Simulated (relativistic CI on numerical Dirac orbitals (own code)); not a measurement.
Transition arrays of Ga⁷⁺

These numbers are calculated, not measured: Dirac-Coulomb-Breit CI, orbitals from a KLI potential per configuration, QED by a radiative potential, valence Slater integrals scaled by 0.9, whole transition arrays (own radial code, finite nucleus).

CI space (outside the closed core [Ne] 3s2): 3p⁶3d⁶, 3p⁶3d⁵4f, 3p⁵3d⁷, 3p⁶3d⁵4p, 3p⁶3d⁵5f. Levels of other configurations are missing.

All E1 lines from the levels of 3p⁶3d⁶; mean and standard deviation are weighted by gf, and upper levels are sorted by their leading configuration.

```
Upper configuration  Lines    Σgf  Mean (eV)  Mean (nm)  σ (eV)  Strongest line (nm)
           3p⁶3d⁵4f   5470  394.6     118.82     10.435    3.23               10.418
             3p⁵3d⁷   1661  182.8      95.78     12.944    6.70               11.783
           3p⁶3d⁵4p   3302  106.2      77.77     15.942    3.20               15.870
           3p⁶3d⁵5f   5470  271.8     138.37      8.960    3.41                8.920
```

Σgf per state of the lower configuration in bins of 0.2 nm over the central range (centre: value): 8.5: 0.06, 8.7: 0.18, 8.9: 0.58, 9.1: 0.27, 9.3: 0.18, 9.5: 0.02, 9.7: 0.02, 9.9: 0.11, 10.1: 0.15, 10.3: 0.65, 10.5: 0.51, 10.7: 0.23, 10.9: 0.18, 11.1: 0.02, 11.3: 0.02, 11.5: 0.01, 11.7: 0.05, 11.9: 0.07, 12.1: 0.12, 12.3: 0.07, 12.5: 0.06, 12.7: 0.03, 12.9: 0.04, 13.1: 0.05, 13.3: 0.09, 13.5: 0.08, 13.7: 0.06, 13.9: 0.02, 14.1: 0.04, 14.3: 0.03, 14.5: 0.02, 14.7: 0.02, 14.9: 0.03, 15.1: 0.03, 15.3: 0.02, 15.5: 0.04, 15.7: 0.06, 15.9: 0.11, 16.1: 0.08, 16.3: 0.04.

How do configuration mixing and the scaling of the Slater integrals move the arrays?

Slater scale 0.9, no configuration mixing: 3p⁶3d⁵4f 118.7 ± 3.2 eV (Σgf 349.5), 3p⁵3d⁷ 96.7 ± 7.0 eV (Σgf 307.8), 3p⁶3d⁵4p 77.3 ± 2.9 eV (Σgf 84.6), 3p⁶3d⁵5f 138.4 ± 3.4 eV (Σgf 184.6); Slater scale 1: 3p⁶3d⁵4f 118.9 ± 3.7 eV (Σgf 406.9), 3p⁵3d⁷ 96.2 ± 7.2 eV (Σgf 163.9), 3p⁶3d⁵4p 78.0 ± 3.6 eV (Σgf 109.4), 3p⁶3d⁵5f 138.4 ± 3.8 eV (Σgf 281.0); Slater scale 0.8: 3p⁶3d⁵4f 118.6 ± 2.9 eV (Σgf 383.7), 3p⁵3d⁷ 95.3 ± 6.0 eV (Σgf 197.5), 3p⁶3d⁵4p 77.6 ± 3.0 eV (Σgf 104.6), 3p⁶3d⁵5f 138.3 ± 3.0 eV (Σgf 263.9). With mixing, levels are counted to their leading configuration, so an array can shrink or vanish into another, and the sums then hold other lines.
